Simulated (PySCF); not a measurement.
Cl3La, septet, at a GFN2-xTB geometry of the parent state (such geometries of metal compounds can be far from the true shape) (the multiplicity is a formal guess) (core potentials on La); SVWN5/def2-SVP run with PySCF.

PySCF was given this input:
```python
from pyscf import gto, scf, dft

mol = gto.M(
    atom='''
La    0.085161   -0.267796   -0.672679
Cl   -2.046443   -0.848180    0.492469
Cl    0.261463    2.049152    0.334915
Cl    1.499441   -0.303069    1.428069
''',
    basis='def2-svp',
    ecp={'La': 'def2-svp'},
    charge=0,
    spin=6,
    verbose=4,
)

mf = dft.UKS(mol)
mf.xc = 'lda,vwn'
mf.kernel()
mf.analyze()
```

It wrote (shortened):

```
PySCF version 2.14.0

[INPUT] verbose = 4
[INPUT] num. atoms = 4
[INPUT] num. electrons = 62
[INPUT] charge = 0
[INPUT] spin (= nelec alpha-beta = 2S) = 6
[INPUT] symmetry False subgroup None
[INPUT] Mole.unit = angstrom
[INPUT] Symbol           X                Y                Z      unit          X                Y                Z       unit  Magmom
[...]
nuclear repulsion = 253.471191885499
number of shells = 36
number of NR pGTOs = 165
number of NR cGTOs = 86
basis = def2-svp
ecp = {'La': 'def2-svp'}

******** <class 'pyscf.dft.uks.UKS'> ********
method = UKS
initial guess = minao
damping factor = 0
level_shift factor = 0
DIIS = <class 'pyscf.scf.diis.CDIIS'>
diis_start_cycle = 1
diis_space = 8
diis_damp = 0
SCF conv_tol = 1e-09
SCF conv_tol_grad = None
SCF max_cycles = 50
direct_scf = True
direct_scf_tol = 1e-13
number electrons alpha = 34  beta = 28
XC library pyscf.dft.libxc version 7.1.2
    S. Lehtola, C. Steigemann, M. J. T. Oliveira, and M. A. L. Marques,  SoftwareX 7, 1–5 (2018)
XC functionals = lda,vwn
    P. A. M. Dirac,  Math. Proc. Cambridge Philos. Soc. 26, 376 (1930)
    F. Bloch,  Z. Phys. 57, 545 (1929)
    S. H. Vosko, L. Wilk, and M. Nusair,  Can. J. Phys. 58, 1200 (1980)
radial grids:
    Treutler-Ahlrichs [JCP 102, 346 (1995); DOI:10.1063/1.469408] (M4) radial grids

becke partition: Becke, JCP 88, 2547 (1988); DOI:10.1063/1.454033
pruning grids: <function nwchem_prune>
grids dens level: 3
symmetrized grids: False
atomic radii adjust function: <function treutler_atomic_radii_adjust>
small_rho_cutoff = 0
Set gradient conv threshold to 3.16228e-05
tot grids = 81344
init E= -1404.4426276873

cycle= 1 E= -1405.60550466949  delta_E= -1.16  |g|= 1.28  |ddm|= 7.54

cycle= 2 E= -1400.6069470874  delta_E=    5  |g|= 2.34  |ddm|= 6.84

cycle= 3 E= -1406.70685570469  delta_E= -6.1  |g|= 0.357  |ddm|= 6.16

cycle= 4 E= -1406.1185980655  delta_E= 0.588  |g|= 0.853  |ddm|= 2.67

cycle= 5 E= -1406.68616021477  delta_E= -0.568  |g|= 0.373  |ddm|= 2.11

cycle= 6 E= -1406.50457095794  delta_E= 0.182  |g|= 0.506  |ddm|= 1.61

cycle= 7 E= -1406.35856099973  delta_E= 0.146  |g|= 0.686  |ddm|= 1.55

cycle= 8 E= -1406.70784340878  delta_E= -0.349  |g|= 0.317  |ddm|= 1.56

cycle= 9 E= -1406.80328606273  delta_E= -0.0954  |g|= 0.135  |ddm|= 1.11

cycle= 10 E= -1406.80128916423  delta_E= 0.002  |g|= 0.133  |ddm|=  1.4

cycle= 11 E= -1406.79788096778  delta_E= 0.00341  |g|= 0.154  |ddm|= 1.37

cycle= 12 E= -1406.79332782284  delta_E= 0.00455  |g|= 0.169  |ddm|= 0.246

cycle= 13 E= -1406.79196153884  delta_E= 0.00137  |g|= 0.172  |ddm|= 0.179

cycle= 14 E= -1406.80959959748  delta_E= -0.0176  |g|= 0.109  |ddm|= 0.376

cycle= 15 E= -1406.80855099491  delta_E= 0.00105  |g|= 0.112  |ddm|= 1.19

cycle= 16 E= -1406.76915492009  delta_E= 0.0394  |g|= 0.243  |ddm|= 0.748

cycle= 17 E= -1406.67019181771  delta_E= 0.099  |g|= 0.373  |ddm|= 1.06

cycle= 18 E= -1406.81861817739  delta_E= -0.148  |g|= 0.0517  |ddm|= 1.15

cycle= 19 E= -1406.81855664742  delta_E= 6.15e-05  |g|= 0.0484  |ddm|=    1

cycle= 20 E= -1406.8185678922  delta_E= -1.12e-05  |g|= 0.0443  |ddm|= 1.16

cycle= 21 E= -1406.82010906607  delta_E= -0.00154  |g|= 0.0342  |ddm|= 1.05

cycle= 22 E= -1406.81495954077  delta_E= 0.00515  |g|= 0.081  |ddm|= 0.765

cycle= 23 E= -1406.81940468758  delta_E= -0.00445  |g|= 0.043  |ddm|= 0.282

cycle= 24 E= -1406.81658016289  delta_E= 0.00282  |g|= 0.0638  |ddm|= 1.19

cycle= 25 E= -1406.81613236313  delta_E= 0.000448  |g|= 0.0667  |ddm|= 0.255

cycle= 26 E= -1406.81717775775  delta_E= -0.00105  |g|= 0.0594  |ddm|= 0.355

cycle= 27 E= -1406.81684716731  delta_E= 0.000331  |g|= 0.0619  |ddm|= 0.0588

cycle= 28 E= -1406.81678210126  delta_E= 6.51e-05  |g|= 0.0608  |ddm|= 0.69

cycle= 29 E= -1406.82036701054  delta_E= -0.00358  |g|= 0.0294  |ddm|= 1.16

cycle= 30 E= -1406.82002418241  delta_E= 0.000343  |g|= 0.0353  |ddm|= 0.138

cycle= 31 E= -1406.82021060518  delta_E= -0.000186  |g|= 0.0328  |ddm|= 0.202

[...]

cycle= 50 E= -1406.77933705763  delta_E= 0.0393  |g|= 0.202  |ddm|= 1.18
SCF not converged.
SCF energy = -1406.77933705763 after 50 cycles  <S^2> = 12.001669  2S+1 = 7.000477
**** SCF Summaries ****
Total Energy =                       -1406.779337057627117
Nuclear Repulsion Energy =             253.471191885498968
One-electron Energy =                -2459.300526533762877
Two-electron Energy =                  799.049997590636849
Two-electron Coulomb Energy =          883.444933884244506
DFT Exchange-Correlation Energy =      -84.394936293607600
**** MO energy ****
                             alpha | beta                alpha | beta
[...]
WARN: Weak orthogonality for localized orbitals 3.330332508476103e-09

spin_pop of  0 La 5s        0.00100
spin_pop of  0 La 6s        0.73993
spin_pop of  0 La 7s        0.02393
spin_pop of  0 La 8s        0.00039
spin_pop of  0 La 9s        0.00176
spin_pop of  0 La 10s        0.00340
spin_pop of  0 La 5px       0.00418
spin_pop of  0 La 5py       0.00556
spin_pop of  0 La 5pz       0.00801
spin_pop of  0 La 6px       0.00113
spin_pop of  0 La 6py      -0.00169
spin_pop of  0 La 6pz       0.01844
spin_pop of  0 La 7px       0.01652
spin_pop of  0 La 7py       0.00047
spin_pop of  0 La 7pz       0.07372
spin_pop of  0 La 5dxy      0.40271
spin_pop of  0 La 5dyz      0.10716
spin_pop of  0 La 5dz^2     0.17215
spin_pop of  0 La 5dxz      0.26149
spin_pop of  0 La 5dx2-y2    0.31680
spin_pop of  0 La 6dxy      0.16700
spin_pop of  0 La 6dyz      0.03788
spin_pop of  0 La 6dz^2     0.06692
spin_pop of  0 La 6dxz      0.15392
spin_pop of  0 La 6dx2-y2    0.24692
spin_pop of  0 La 4f-3      0.00173
spin_pop of  0 La 4f-2     -0.00006
spin_pop of  0 La 4f-1      0.00001
spin_pop of  0 La 4f+0      0.00036
spin_pop of  0 La 4f+1      0.00036
spin_pop of  0 La 4f+2      0.00099
spin_pop of  0 La 4f+3      0.00051
spin_pop of  1 Cl 1s        0.00000
spin_pop of  1 Cl 2s       -0.00000
spin_pop of  1 Cl 3s        0.01472
spin_pop of  1 Cl 4s        0.00980
spin_pop of  1 Cl 2px       0.00005
spin_pop of  1 Cl 2py       0.00004
spin_pop of  1 Cl 2pz      -0.00000
spin_pop of  1 Cl 3px       0.72445
spin_pop of  1 Cl 3py       0.58639
spin_pop of  1 Cl 3pz       0.04096
spin_pop of  1 Cl 4px       0.00391
spin_pop of  1 Cl 4py       0.00855
spin_pop of  1 Cl 4pz       0.01439
spin_pop of  1 Cl 3dxy      0.00539
spin_pop of  1 Cl 3dyz      0.00232
spin_pop of  1 Cl 3dz^2     0.00264
spin_pop of  1 Cl 3dxz      0.00327
spin_pop of  1 Cl 3dx2-y2    0.00309
spin_pop of  2 Cl 1s        0.00000
spin_pop of  2 Cl 2s       -0.00000
spin_pop of  2 Cl 3s        0.01393
spin_pop of  2 Cl 4s        0.01756
spin_pop of  2 Cl 2px       0.00002
spin_pop of  2 Cl 2py       0.00002
spin_pop of  2 Cl 2pz       0.00002
spin_pop of  2 Cl 3px       0.32918
spin_pop of  2 Cl 3py       0.24642
spin_pop of  2 Cl 3pz       0.37017
spin_pop of  2 Cl 4px       0.00322
spin_pop of  2 Cl 4py       0.00124
spin_pop of  2 Cl 4pz       0.00973
spin_pop of  2 Cl 3dxy      0.00266
spin_pop of  2 Cl 3dyz      0.00269
spin_pop of  2 Cl 3dz^2     0.00349
spin_pop of  2 Cl 3dxz      0.00086
spin_pop of  2 Cl 3dx2-y2    0.00169
spin_pop of  3 Cl 1s        0.00000
spin_pop of  3 Cl 2s       -0.00000
spin_pop of  3 Cl 3s        0.01385
spin_pop of  3 Cl 4s        0.00908
spin_pop of  3 Cl 2px       0.00001
spin_pop of  3 Cl 2py       0.00003
spin_pop of  3 Cl 2pz       0.00000
spin_pop of  3 Cl 3px       0.14739
spin_pop of  3 Cl 3py       0.42342
spin_pop of  3 Cl 3pz       0.11080
spin_pop of  3 Cl 4px       0.01249
spin_pop of  3 Cl 4py       0.00234
spin_pop of  3 Cl 4pz       0.01087
spin_pop of  3 Cl 3dxy      0.00177
spin_pop of  3 Cl 3dyz      0.00144
spin_pop of  3 Cl 3dz^2     0.00583
spin_pop of  3 Cl 3dxz      0.00135
spin_pop of  3 Cl 3dx2-y2    0.00285

WARN: Weak orthogonality for localized orbitals 3.330332508476103e-09

In total            34.00000 | 28.00000
Dipole moment(X, Y, Z, Debye): -7.66108,  0.29301,  3.75133
```

Convergence was not reached.
